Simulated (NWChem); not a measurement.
Everything below was run with NWChem. System: CHO2, charge 0, spin multiplicity 2, at a geometry optimised with UPBE0/def2-SVP. The structure started from a generated list of species. Its SCF solution wasn't tested for a lower state. Level: UMP2/cc-pVDZ, 3 core orbitals frozen.

Input file:

```
start mol
memory heap 200 mb stack 900 mb global 1100 mb
geometry units angstroms nocenter noautoz
  O     -0.945275     0.680764     0.000000
  C     -0.305506    -0.313274     0.000000
  O      0.994428    -0.492952     0.000000
  H      1.439816     0.377152     0.000000
  symmetry group Cs
end
basis spherical
  * library cc-pvdz
end
scf
  uhf
  nopen 1
  maxiter 100
  thresh 1e-7
  semidirect memsize 60000000 filesize 0
  # guess.movecs holds the orbitals of an unrestricted PBE0 run
  vectors input guess.movecs output mol.movecs
end
mp2
  freeze core 3
end
task mp2 energy
```

Part of the output:

```
             Northwest Computational Chemistry Package (NWChem) 7.3.0
             --------------------------------------------------------

                                NWChem Input Module
                                -------------------

 Scaling coordinates for geometry "geometry" by  1.889725989
 (inverse scale =  0.529177249)

 Turning off AUTOSYM since
 SYMMETRY directive was detected!

                             Geometry "geometry" -> ""
                             -------------------------

 Output coordinates in angstroms (scale by  1.889725989 to convert to a.u.)

  No.       Tag          Charge          X              Y              Z
 ---- ---------------- ---------- -------------- -------------- --------------
    1 O                    8.0000    -0.94527500     0.68076400     0.00000000
    2 C                    6.0000    -0.30550600    -0.31327400     0.00000000
    3 O                    8.0000     0.99442800    -0.49295200     0.00000000
    4 H                    1.0000     1.43981600     0.37715200     0.00000000

 Effective nuclear repulsion energy (a.u.)      63.5645329945

            Nuclear Dipole moment (a.u.)
            ----------------------------
        X                 Y               Z
 ---------------- ---------------- ----------------
     0.0000075589     0.0000075589     0.0000000000

      Symmetry information
      --------------------

 Group name             Cs
 Group number              2
 Group order               2
 No. of unique centers     4

      Symmetry unique atoms

     1    2    3    4


 Summary of "ao basis" -> "" (spherical)
 ------------------------------------------------------------------------------
       Tag                 Description            Shells   Functions and Types
 ---------------- ------------------------------  ------  ---------------------
 *                          cc-pvdz                   on all atoms

 Summary of "ao basis" -> "ao basis" (spherical)
 ------------------------------------------------------------------------------
       Tag                 Description            Shells   Functions and Types
 ---------------- ------------------------------  ------  ---------------------
 O                          cc-pvdz                  6       14   3s2p1d
 C                          cc-pvdz                  6       14   3s2p1d
 H                          cc-pvdz                  3        5   2s1p

                                 NWChem SCF Module
                                 -----------------

  ao basis        = "ao basis"
  functions       =    47
  atoms           =     4
  alpha electrons =    12
  beta  electrons =    11
  charge          =   0.00
  wavefunction    = UHF
  use symmetry    = T
  symmetry adapt  = T

 Summary of "ao basis" -> "ao basis" (spherical)
 ------------------------------------------------------------------------------
       Tag                 Description            Shells   Functions and Types
 ---------------- ------------------------------  ------  ---------------------
 O                          cc-pvdz                  6       14   3s2p1d
 C                          cc-pvdz                  6       14   3s2p1d
 H                          cc-pvdz                  3        5   2s1p

      Symmetry analysis of basis
      --------------------------

        a'         34
        a"         13

 Forming initial guess at       0.0s

   Symmetry analysis of molecular orbitals - initial alpha
   -------------------------------------------------------

  Numbering of irreducible representations:

     1 a'          2 a"

  Orbital symmetries:

     1 a'          2 a'          3 a'          4 a'          5 a'
     6 a'          7 a'          8 a'          9 a"         10 a'
    11 a"         12 a'         13 a"         14 a'         15 a'
    16 a'         17 a'         18 a"         19 a'         20 a'
    21 a'         22 a'

   Symmetry analysis of molecular orbitals - initial beta
   ------------------------------------------------------

  Numbering of irreducible representations:

     1 a'          2 a"

  Orbital symmetries:

     1 a'          2 a'          3 a'          4 a'          5 a'
     6 a'          7 a'          8 a"          9 a'         10 a"
    11 a'         12 a'         13 a"         14 a'         15 a'
    16 a'         17 a"         18 a'         19 a'         20 a'
    21 a'         22 a'

 Starting SCF solution at       0.0s

 ----------------------------------------------
         Quadratically convergent UHF

 Convergence threshold     :          1.000E-07
 Maximum no. of iterations :          100
 Integral*density screening:          1.000E-09
 ----------------------------------------------

              iter       energy          gnorm     gmax       time
             ----- ------------------- --------- --------- --------
                 1     -188.1302088127  4.04D-01  9.18D-02      0.3
                 2     -188.1472410909  3.78D-02  1.19D-02      0.3
                 3     -188.1478728118  2.11D-03  9.04D-04      0.4
                 4     -188.1478763363  1.02D-05  2.92D-06      0.5
                 5     -188.1478763363  8.22D-09  1.65D-09      0.6

       Final UHF  results
       ------------------

         Total SCF energy =   -188.147876336286
      One electron energy =   -383.924098769453
      Two electron energy =    132.211689438712
 Nuclear repulsion energy =     63.564532994455

                       Sz =      0.5000
                 Sz(Sz+1) =      0.7500
                      S^2 =      0.7618

        Time for solution =      0.6s
[...]
              MO Center=  2.8D-01, -1.7D-01, -2.1D-16, r^2= 1.5D+00
   Bfn.  Coefficient  Atom+Function         Bfn.  Coefficient  Atom+Function
  ----- ------------  ---------------      ----- ------------  ---------------
    34      0.463048  3 O  pz                37      0.322827  3 O  pz
     6      0.289319  1 O  pz                20      0.268718  2 C  pz
     9      0.184792  1 O  pz

 Vector   10  Occ=1.000000D+00  E=-5.192904D-01  Symmetry=a"
              MO Center= -1.9D-01,  1.8D-01,  1.1D-16, r^2= 1.7D+00
   Bfn.  Coefficient  Atom+Function         Bfn.  Coefficient  Atom+Function
  ----- ------------  ---------------      ----- ------------  ---------------
     6      0.471697  1 O  pz                34     -0.402385  3 O  pz
     9      0.344958  1 O  pz                37     -0.320600  3 O  pz

 Vector   11  Occ=1.000000D+00  E=-5.071911D-01  Symmetry=a'
              MO Center= -5.9D-01,  2.8D-01,  7.0D-16, r^2= 1.4D+00
   Bfn.  Coefficient  Atom+Function         Bfn.  Coefficient  Atom+Function
  ----- ------------  ---------------      ----- ------------  ---------------
     4      0.478786  1 O  px                 7      0.342792  1 O  px
    33     -0.225453  3 O  py                 5      0.202004  1 O  py
    19      0.178578  2 C  py                36     -0.163950  3 O  py

 Vector   12  Occ=0.000000D+00  E= 8.716245D-02  Symmetry=a'
              MO Center=  9.8D-02, -2.5D-01,  1.6D-15, r^2= 2.8D+00
   Bfn.  Coefficient  Atom+Function         Bfn.  Coefficient  Atom+Function
  ----- ------------  ---------------      ----- ------------  ---------------
    44      0.724141  4 H  s                 31     -0.514848  3 O  s
    17      0.506581  2 C  s                 22     -0.329698  2 C  py
    19     -0.291275  2 C  py                 8      0.251012  1 O  py
    21     -0.249274  2 C  px                 5      0.198876  1 O  py
     7      0.164265  1 O  px

 Vector   13  Occ=0.000000D+00  E= 2.042999D-01  Symmetry=a'
              MO Center=  1.1D+00,  3.6D-01,  3.0D-15, r^2= 3.2D+00
   Bfn.  Coefficient  Atom+Function         Bfn.  Coefficient  Atom+Function
  ----- ------------  ---------------      ----- ------------  ---------------
    44      1.352564  4 H  s                 17     -0.791544  2 C  s
    35     -0.415422  3 O  px                31     -0.384666  3 O  s
    36     -0.382211  3 O  py                 8     -0.210970  1 O  py
    33     -0.208066  3 O  py                22      0.203760  2 C  py
    32     -0.174731  3 O  px                 5     -0.163591  1 O  py

 Vector   14  Occ=0.000000D+00  E= 2.145027D-01  Symmetry=a"
              MO Center= -3.4D-01, -2.1D-01, -1.5D-14, r^2= 1.7D+00
   Bfn.  Coefficient  Atom+Function         Bfn.  Coefficient  Atom+Function
  ----- ------------  ---------------      ----- ------------  ---------------
    23      0.805244  2 C  pz                20      0.486541  2 C  pz
     9     -0.479091  1 O  pz                 6     -0.325956  1 O  pz
    37     -0.324509  3 O  pz                34     -0.231908  3 O  pz

 center of mass
 --------------
 x =  -0.06000369 y =  -0.01575479 z =   0.00000000

 moments of inertia (a.u.)
 ------------------
          45.057479766374          58.743325829211           0.000000000000
          58.743325829211         118.820949314541           0.000000000000
           0.000000000000           0.000000000000         163.878429080915

  Mulliken analysis of the total density
  --------------------------------------

    Atom       Charge   Shell Charges
 -----------   ------   -------------------------------------------------------
    1 O    8     8.29   2.00  0.85  0.90  2.78  1.73  0.02
    2 C    6     5.66   2.00  0.73  0.43  1.76  0.50  0.23
    3 O    8     8.25   2.00  0.84  0.85  2.84  1.70  0.02
    4 H    1     0.80   0.65  0.07  0.08

  Mulliken analysis of the alpha density
  --------------------------------------

    Atom       Charge   Shell Charges
 -----------   ------   -------------------------------------------------------
    1 O    8     4.21   1.00  0.43  0.45  1.46  0.86  0.01
    2 C    6     3.22   1.00  0.42  0.31  1.07  0.30  0.12
    3 O    8     4.13   1.00  0.43  0.42  1.44  0.84  0.01
    4 H    1     0.43   0.34  0.05  0.04

   Mulliken analysis of the beta density
   -------------------------------------

    Atom       Charge   Shell Charges
 -----------   ------   -------------------------------------------------------
    1 O    8     4.08   1.00  0.42  0.45  1.32  0.87  0.01
    2 C    6     2.44   1.00  0.31  0.12  0.69  0.20  0.11
    3 O    8     4.12   1.00  0.41  0.43  1.40  0.86  0.01
    4 H    1     0.37   0.31  0.02  0.04

   Mulliken analysis of the spin density
   -------------------------------------

    Atom       Charge   Shell Charges
 -----------   ------   -------------------------------------------------------
    1 O    8     0.13   0.00  0.01 -0.01  0.13 -0.00  0.00
    2 C    6     0.79   0.00  0.11  0.19  0.38  0.10  0.01
    3 O    8     0.01   0.00  0.02 -0.01  0.03 -0.03  0.00
    4 H    1     0.06   0.03  0.03 -0.00

       Multipole analysis of the density wrt the origin
       ------------------------------------------------

     L   x y z        total         alpha         beta         nuclear
     -   - - -        -----         -----         ----         -------
     0   0 0 0     -0.000000    -12.000000    -11.000000     23.000000

     1   1 0 0      0.811937      0.786236      0.025693      0.000008
     1   0 1 0      0.058299      0.503118     -0.444826      0.000008
     1   0 0 1     -0.000000      0.000000     -0.000000      0.000000

     2   2 0 0    -12.297196    -38.836044    -36.642310     63.181157
     2   1 1 0      2.779044     15.138466     16.039266    -28.398688
     2   1 0 1      0.000000      0.000000      0.000000      0.000000
     2   0 2 0    -12.948613    -19.271500    -16.469851     22.792738
     2   0 1 1     -0.000000     -0.000000      0.000000      0.000000
     2   0 0 2    -11.758376     -6.238628     -5.519748      0.000000

                   NWChem MP2 Semi-direct Energy/Gradient Module
                   ---------------------------------------------

  Basis functions       =     47
  Molecular orbitals    =     47
  Frozen core           =      3
  Frozen virtuals       =      0
  Active alpha occupied =      9
  Active beta occupied  =      8
  Active alpha virtual  =     35
  Active beta virtual   =     36
  Use MO symmetry       = T
  Use skeleton AO sym   = T

  AO/Fock/Back tols     =   1.0D-09  1.0D-09  1.0D-09

 GA uses MA = F    GA memory limited = T

 Available:
  local mem=  1.26D+08
 global mem=  1.44D+08
 local disk=  0.00D+00
  mp2_memr nvloc                    35
  nvloc new                    35
   1 passes of   9:        3145728                      12538                   1211930.
   1 passes of   9: M    126154234           G      144174782           F     123008506.

 Semi-direct pass number   1 of   1  for UHF alpha       at        0.7s
  vrange nnbf                  1128
  mp2_eaftype                    10  avail_ma_in_mb                  1099
 EAF : mp2_eaftype filesize          10     605965.
  mp2_eaf for mointskh                     10
Node 0 wrote      2.8 Mb in      0.0 s     Agg I/O rate:  1399.7 Mb/s
 Done moints_semi at        1.4s
  mp2_eaftype                    10  avail_ma_in_mb                  1089
 EAF : mp2_eaftype filesize          10     605965.
  mp2_eaf for kh                    10
 Done maket at        1.4s
 Done multipass loop at        1.4s

 GA uses MA = F    GA memory limited = T

 Available:
  local mem=  1.26D+08
 global mem=  1.44D+08
 local disk=  0.00D+00
  mp2_memr nvloc                    36
  nvloc new                    36
   1 passes of   8:        3145728                      11850                   1108380.
   1 passes of   8: M    126154234           G      144174782           F     123008506.

 Semi-direct pass number   1 of   1  for UHF beta        at        1.4s
  vrange nnbf                  1128
  mp2_eaftype                    10  avail_ma_in_mb                  1099
 EAF : mp2_eaftype filesize          10     554190.
  mp2_eaf for mointskh                     10
Node 0 wrote      2.6 Mb in      0.0 s     Agg I/O rate:  1629.8 Mb/s
 Done moints_semi at        2.0s
  mp2_eaftype                    10  avail_ma_in_mb                  1089
 EAF : mp2_eaftype filesize          10     554190.
  mp2_eaf for kh                    10
 Done maket at        2.1s
 Done multipass loop at        2.1s

          -------------------------------------------
          SCF energy                -188.147876336286
          Correlation energy          -0.473766314181
          Singlet pairs                0.000000000000
          Triplet pairs                0.000000000000
          Total MP2 energy          -188.621642650467
          -------------------------------------------

          ---------------------------------------------------
                    Spin Component Scaled (SCS) MP2
          Same spin pairs                     -0.131140391758
          Same spin scaling factor             0.333333333333
          Opposite spin pairs                 -0.342625922424
          Opposite spin scaling fact.          1.200000000000
          SCS-MP2 correlation energy          -0.454864570828
          Total SCS-MP2 energy              -188.602740907114
          ---------------------------------------------------

 -----------------------
 Performance information
 -----------------------

 Timer overhead =  1.90D-07 seconds/call

               Nr. of calls         CPU time (s)                 Wall time (s)                GFlops
             ---------------    -------------------     ------------------------------   -------------------
Name         Min   Avg   Max    Min     Avg     Max     Min     Avg     Max   Mx/calls   Min     Max     Sum
mp2: moin     2     2     2    1.3     1.3     1.3      1.3     1.3     1.3    0.65      0.0     0.0     0.0
mp2: make     2     2     2   6.20E-2 6.20E-2 6.20E-2  6.20E-2 6.20E-2 6.20E-2 3.10E-2   0.0     0.0     0.0
mp2: tota     1     1     1    1.4     1.4     1.4      1.4     1.4     1.4     1.4      0.0     0.0     0.0

 The average no. of pstat calls per process was 5.00D+00
 with a timing overhead of 9.48D-07s

 Task  times  cpu:        2.0s     wall:        2.0s

 Total times  cpu:        2.1s     wall:        2.1s
```
